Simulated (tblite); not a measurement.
Record of a relaxation.

Compound: C₅H₇N₂O (doublet state).
Atom-mapped SMILES: `[CH2:1][CH2:2][C@H:3]([C:4]#[N:5])[C:6]([NH2:7])=[O:8]` (hydrogens: H9, H10 on C1; H11, H12 on C2; H13 on C3; H14, H15 on N7)
Bond orders are those of one Lewis drawing.

Computed with GFN2-xTB (tblite), gas phase: L-BFGS steps from a force-field or distance-geometry start until the largest atomic force falls under 0.01 eV/Å. 7 of its 168 geometries are shown.

Step 0: E = -653.0493 eV, largest atomic force 5.544 eV/Å
```
atom  x, y, z in Å  |  force x, y, z in eV/Å
C1     -2.262    0.167   -0.406   -0.187   0.690   2.221
C2     -0.999   -0.490    0.052   -0.742  -0.964  -1.605
C3      0.067    0.560    0.257   -0.492   1.081  -1.009
C4      0.258    1.234   -1.041    0.233   0.731  -0.926
N5      0.409    1.766   -2.058   -0.218  -0.930   1.704
C6      1.351   -0.035    0.656    3.756   0.452   4.052
N7      2.066   -0.974   -0.138   -1.284  -0.895  -0.124
O8      1.837    0.334    1.771   -1.228  -1.099  -3.516
H9     -3.113   -0.118    0.244    0.221   0.195  -1.014
H10    -2.133    1.262   -0.491   -0.504  -0.806  -0.518
H11    -1.156   -1.152    0.912    0.110   0.215  -0.060
H12    -0.663   -1.136   -0.805   -0.013   0.125   0.605
H13    -0.275    1.320    1.009    0.438  -0.538  -0.420
H14     1.733   -1.974   -0.120    0.553   1.839  -0.265
H15     2.876   -0.754   -0.720   -0.642  -0.096   0.876
```

Step 28: E = -654.6356 eV, largest atomic force 0.406 eV/Å
```
atom  x, y, z in Å  |  force x, y, z in eV/Å
C1     -2.344    0.198   -0.153    0.090  -0.149   0.082
C2     -1.042   -0.465    0.067    0.200  -0.058  -0.040
C3      0.120    0.536    0.251    0.035   0.153   0.047
C4      0.333    1.288   -0.959   -0.207   0.075  -0.209
N5      0.483    1.835   -1.952    0.052  -0.011   0.045
C6      1.531    0.036    0.617   -0.066   0.066  -0.035
N7      2.013   -1.002   -0.092   -0.381  -0.108  -0.089
O8      2.183    0.638    1.435    0.073  -0.138   0.067
H9     -3.234   -0.304    0.167   -0.089  -0.002   0.062
H10    -2.454    1.059   -0.782    0.187   0.014   0.020
H11    -1.086   -1.129    0.935   -0.045   0.061   0.010
H12    -0.807   -1.097   -0.802    0.035  -0.099  -0.110
H13    -0.126    1.232    1.056   -0.175   0.168   0.049
H14     1.462   -1.548   -0.736    0.065   0.160   0.056
H15     2.963   -1.270    0.071    0.225  -0.133   0.045
```

Step 56: E = -654.7278 eV, largest atomic force 0.074 eV/Å
```
atom  x, y, z in Å  |  force x, y, z in eV/Å
C1     -2.286    0.132   -0.141    0.004  -0.040   0.005
C2     -0.956   -0.461    0.073   -0.016   0.008   0.018
C3      0.139    0.625    0.211   -0.003   0.012   0.003
C4      0.313    1.307   -1.044    0.006   0.047   0.010
N5      0.442    1.828   -2.054    0.037  -0.027  -0.032
C6      1.488    0.036    0.663   -0.003  -0.017   0.066
N7      1.914   -0.999   -0.089   -0.008   0.006   0.001
O8      2.084    0.454    1.625   -0.041  -0.022  -0.046
H9     -3.156   -0.342    0.267   -0.022   0.044  -0.011
H10    -2.401    0.994   -0.771    0.005  -0.034   0.018
H11    -0.955   -1.081    0.973   -0.001  -0.026  -0.019
H12    -0.685   -1.111   -0.775   -0.053  -0.010   0.036
H13    -0.168    1.355    0.967    0.030   0.023   0.007
H14     1.432   -1.291   -0.920    0.051   0.001  -0.053
H15     2.792   -1.437    0.138    0.015   0.034  -0.003
```

Step 84: E = -654.7747 eV, largest atomic force 0.058 eV/Å
```
atom  x, y, z in Å  |  force x, y, z in eV/Å
C1     -2.345    0.148   -0.083    0.021   0.043   0.020
C2     -1.022   -0.449    0.146   -0.021  -0.032  -0.004
C3      0.123    0.606    0.167   -0.014  -0.018   0.028
C4      0.376    1.149   -1.139   -0.003   0.031   0.049
N5      0.636    1.546   -2.180   -0.056  -0.015  -0.007
C6      1.391   -0.077    0.706    0.025   0.002  -0.004
N7      2.016   -0.849   -0.208    0.030   0.000   0.013
O8      1.740    0.017    1.856   -0.043   0.000  -0.001
H9     -3.195   -0.172    0.484    0.007   0.019  -0.011
H10    -2.472    0.919   -0.819    0.013  -0.016  -0.019
H11    -1.005   -0.987    1.098   -0.011  -0.005  -0.010
H12    -0.783   -1.178   -0.644    0.026  -0.001   0.000
H13    -0.143    1.408    0.861   -0.021   0.046  -0.010
H14     1.805   -0.773   -1.188    0.006  -0.029  -0.035
H15     2.874   -1.301    0.064    0.038  -0.025  -0.010
```

Step 111: E = -654.7873 eV, largest atomic force 0.052 eV/Å
```
atom  x, y, z in Å  |  force x, y, z in eV/Å
C1     -2.341    0.188   -0.108   -0.036  -0.002  -0.003
C2     -1.060   -0.463    0.187   -0.005  -0.010  -0.004
C3      0.125    0.560    0.176    0.002  -0.009   0.013
C4      0.313    1.089   -1.144    0.025  -0.006  -0.001
N5      0.483    1.464   -2.212    0.005   0.008   0.021
C6      1.376   -0.162    0.705    0.006  -0.016   0.026
N7      2.139   -0.744   -0.244   -0.002   0.032   0.010
O8      1.597   -0.253    1.888    0.010   0.008  -0.050
H9     -3.170    0.110    0.567    0.013   0.023  -0.010
H10    -2.445    0.792   -0.991    0.005  -0.037   0.021
H11    -1.077   -0.944    1.166   -0.011  -0.001  -0.007
H12    -0.825   -1.229   -0.566    0.008   0.010  -0.001
H13    -0.109    1.370    0.875   -0.004   0.016  -0.018
H14     2.007   -0.559   -1.225   -0.010  -0.009   0.022
H15     2.982   -1.211    0.049   -0.006  -0.007  -0.019
```

Step 139: E = -654.8063 eV, largest atomic force 0.055 eV/Å
```
atom  x, y, z in Å  |  force x, y, z in eV/Å
C1     -2.327    0.123   -0.176   -0.024   0.024   0.012
C2     -1.048   -0.498    0.172    0.007   0.003  -0.008
C3      0.116    0.565    0.229   -0.006  -0.005   0.004
C4      0.316    1.174   -1.054   -0.018   0.005   0.031
N5      0.502    1.631   -2.087    0.006  -0.008  -0.030
C6      1.387   -0.148    0.716   -0.012  -0.027   0.019
N7      2.084   -0.767   -0.260   -0.020   0.021  -0.024
O8      1.677   -0.202    1.886    0.010   0.008  -0.028
H9     -2.960    0.534    0.588    0.020  -0.004  -0.019
H10    -2.562    0.336   -1.202   -0.001  -0.010   0.018
H11    -1.087   -0.957    1.163    0.001  -0.003  -0.018
H12    -0.766   -1.253   -0.567    0.014  -0.001  -0.001
H13    -0.153    1.331    0.963    0.018  -0.010  -0.007
H14     1.881   -0.623   -1.236    0.013   0.003   0.053
H15     2.938   -1.239   -0.012   -0.007   0.002  -0.002
```

Step 167: E = -654.8079 eV, largest atomic force 0.009 eV/Å
```
atom  x, y, z in Å  |  force x, y, z in eV/Å
C1     -2.333    0.134   -0.168    0.001  -0.003   0.008
C2     -1.056   -0.500    0.162    0.001  -0.001   0.001
C3      0.114    0.555    0.228    0.001   0.001  -0.001
C4      0.316    1.162   -1.055   -0.003  -0.004  -0.002
N5      0.503    1.607   -2.094    0.000   0.001   0.000
C6      1.377   -0.169    0.720   -0.001   0.001  -0.002
N7      2.108   -0.739   -0.260    0.002  -0.001  -0.001
O8      1.636   -0.268    1.894   -0.001   0.003   0.003
H9     -2.883    0.665    0.585   -0.001   0.002   0.004
H10    -2.650    0.226   -1.189   -0.002   0.002  -0.009
H11    -1.090   -0.962    1.152    0.001  -0.002   0.001
H12    -0.784   -1.254   -0.580    0.000   0.001  -0.006
H13    -0.151    1.321    0.964    0.003   0.000   0.001
H14     1.931   -0.556   -1.233    0.000   0.001   0.004
H15     2.959   -1.215   -0.006    0.000  -0.002   0.000
```

Q: Summarise the path.

A: The energy falls by 1.7586 eV from step 0 to step 167; nine tenths of that is first reached at step 28. It falls at every step. The largest force goes from 5.544 to 0.009 eV/Å. Among the bonds C6–N7 changes most, from 1.422 to 1.349 Å; the atoms move by 0.705 Å rms after alignment.

Q: Follow the three bonds and two angles with the largest change from start to end.

A: 
```json
{"step": "0", "E above end (eV)": "1.7586", "largest force (eV/Å)": "5.544", "C6–N7 (Å)": "1.422", "C2–C3 (Å)": "1.510", "C3–C6 (Å)": "1.471", "C2–C1–H10 (°)": "111.1", "C3–C6–N7 (°)": "123.7"}
{"step": "7", "E above end (eV)": "0.9106", "largest force (eV/Å)": "0.893", "C6–N7 (Å)": "1.402", "C2–C3 (Å)": "1.544", "C3–C6 (Å)": "1.518", "C2–C1–H10 (°)": "118.7", "C3–C6–N7 (°)": "109.1"}
{"step": "15", "E above end (eV)": "0.6050", "largest force (eV/Å)": "0.495", "C6–N7 (Å)": "1.398", "C2–C3 (Å)": "1.540", "C3–C6 (Å)": "1.514", "C2–C1–H10 (°)": "118.8", "C3–C6–N7 (°)": "112.4"}
{"step": "22", "E above end (eV)": "0.3200", "largest force (eV/Å)": "1.024", "C6–N7 (Å)": "1.367", "C2–C3 (Å)": "1.551", "C3–C6 (Å)": "1.538", "C2–C1–H10 (°)": "120.5", "C3–C6–N7 (°)": "117.6"}
{"step": "29", "E above end (eV)": "0.1596", "largest force (eV/Å)": "0.228", "C6–N7 (Å)": "1.347", "C2–C3 (Å)": "1.548", "C3–C6 (Å)": "1.542", "C2–C1–H10 (°)": "122.5", "C3–C6–N7 (°)": "116.6"}
{"step": "36", "E above end (eV)": "0.1122", "largest force (eV/Å)": "0.116", "C6–N7 (Å)": "1.352", "C2–C3 (Å)": "1.548", "C3–C6 (Å)": "1.544", "C2–C1–H10 (°)": "120.2", "C3–C6–N7 (°)": "115.4"}
{"step": "44", "E above end (eV)": "0.0971", "largest force (eV/Å)": "0.111", "C6–N7 (Å)": "1.351", "C2–C3 (Å)": "1.546", "C3–C6 (Å)": "1.538", "C2–C1–H10 (°)": "119.1", "C3–C6–N7 (°)": "115.0"}
{"step": "51", "E above end (eV)": "0.0847", "largest force (eV/Å)": "0.106", "C6–N7 (Å)": "1.349", "C2–C3 (Å)": "1.550", "C3–C6 (Å)": "1.539", "C2–C1–H10 (°)": "119.5", "C3–C6–N7 (°)": "114.3"}
{"step": "58", "E above end (eV)": "0.0777", "largest force (eV/Å)": "0.123", "C6–N7 (Å)": "1.348", "C2–C3 (Å)": "1.548", "C3–C6 (Å)": "1.537", "C2–C1–H10 (°)": "120.6", "C3–C6–N7 (°)": "114.1"}
{"step": "65", "E above end (eV)": "0.0654", "largest force (eV/Å)": "0.124", "C6–N7 (Å)": "1.352", "C2–C3 (Å)": "1.556", "C3–C6 (Å)": "1.542", "C2–C1–H10 (°)": "120.4", "C3–C6–N7 (°)": "114.2"}
{"step": "73", "E above end (eV)": "0.0443", "largest force (eV/Å)": "0.108", "C6–N7 (Å)": "1.353", "C2–C3 (Å)": "1.554", "C3–C6 (Å)": "1.538", "C2–C1–H10 (°)": "120.9", "C3–C6–N7 (°)": "113.6"}
{"step": "80", "E above end (eV)": "0.0362", "largest force (eV/Å)": "0.063", "C6–N7 (Å)": "1.351", "C2–C3 (Å)": "1.557", "C3–C6 (Å)": "1.540", "C2–C1–H10 (°)": "120.6", "C3–C6–N7 (°)": "113.6"}
{"step": "87", "E above end (eV)": "0.0304", "largest force (eV/Å)": "0.146", "C6–N7 (Å)": "1.349", "C2–C3 (Å)": "1.559", "C3–C6 (Å)": "1.539", "C2–C1–H10 (°)": "120.3", "C3–C6–N7 (°)": "113.8"}
{"step": "94", "E above end (eV)": "0.0262", "largest force (eV/Å)": "0.078", "C6–N7 (Å)": "1.350", "C2–C3 (Å)": "1.559", "C3–C6 (Å)": "1.538", "C2–C1–H10 (°)": "119.8", "C3–C6–N7 (°)": "114.1"}
{"step": "102", "E above end (eV)": "0.0238", "largest force (eV/Å)": "0.050", "C6–N7 (Å)": "1.348", "C2–C3 (Å)": "1.563", "C3–C6 (Å)": "1.537", "C2–C1–H10 (°)": "119.5", "C3–C6–N7 (°)": "114.4"}
{"step": "109", "E above end (eV)": "0.0212", "largest force (eV/Å)": "0.049", "C6–N7 (Å)": "1.349", "C2–C3 (Å)": "1.564", "C3–C6 (Å)": "1.538", "C2–C1–H10 (°)": "120.1", "C3–C6–N7 (°)": "114.7"}
{"step": "116", "E above end (eV)": "0.0194", "largest force (eV/Å)": "0.082", "C6–N7 (Å)": "1.349", "C2–C3 (Å)": "1.569", "C3–C6 (Å)": "1.538", "C2–C1–H10 (°)": "119.7", "C3–C6–N7 (°)": "115.1"}
{"step": "123", "E above end (eV)": "0.0157", "largest force (eV/Å)": "0.102", "C6–N7 (Å)": "1.349", "C2–C3 (Å)": "1.572", "C3–C6 (Å)": "1.537", "C2–C1–H10 (°)": "119.3", "C3–C6–N7 (°)": "114.4"}
{"step": "131", "E above end (eV)": "0.0052", "largest force (eV/Å)": "0.122", "C6–N7 (Å)": "1.348", "C2–C3 (Å)": "1.576", "C3–C6 (Å)": "1.538", "C2–C1–H10 (°)": "119.8", "C3–C6–N7 (°)": "114.3"}
{"step": "138", "E above end (eV)": "0.0019", "largest force (eV/Å)": "0.036", "C6–N7 (Å)": "1.350", "C2–C3 (Å)": "1.578", "C3–C6 (Å)": "1.536", "C2–C1–H10 (°)": "120.1", "C3–C6–N7 (°)": "114.3"}
{"step": "145", "E above end (eV)": "0.0010", "largest force (eV/Å)": "0.018", "C6–N7 (Å)": "1.349", "C2–C3 (Å)": "1.577", "C3–C6 (Å)": "1.536", "C2–C1–H10 (°)": "120.4", "C3–C6–N7 (°)": "114.2"}
{"step": "152", "E above end (eV)": "0.0006", "largest force (eV/Å)": "0.019", "C6–N7 (Å)": "1.350", "C2–C3 (Å)": "1.577", "C3–C6 (Å)": "1.537", "C2–C1–H10 (°)": "120.3", "C3–C6–N7 (°)": "114.1"}
{"step": "160", "E above end (eV)": "0.0001", "largest force (eV/Å)": "0.019", "C6–N7 (Å)": "1.349", "C2–C3 (Å)": "1.577", "C3–C6 (Å)": "1.537", "C2–C1–H10 (°)": "120.6", "C3–C6–N7 (°)": "114.2"}
{"step": "167", "E above end (eV)": "0.0000", "largest force (eV/Å)": "0.009", "C6–N7 (Å)": "1.349", "C2–C3 (Å)": "1.577", "C3–C6 (Å)": "1.537", "C2–C1–H10 (°)": "120.6", "C3–C6–N7 (°)": "114.4"}
```

What follows is the cost of the whole relaxation. Time: 0.98 s. Hardware: one thread of an Arm Neoverse V1, no GPU, shared host with 32 logical CPUs at a one-minute load of 25.
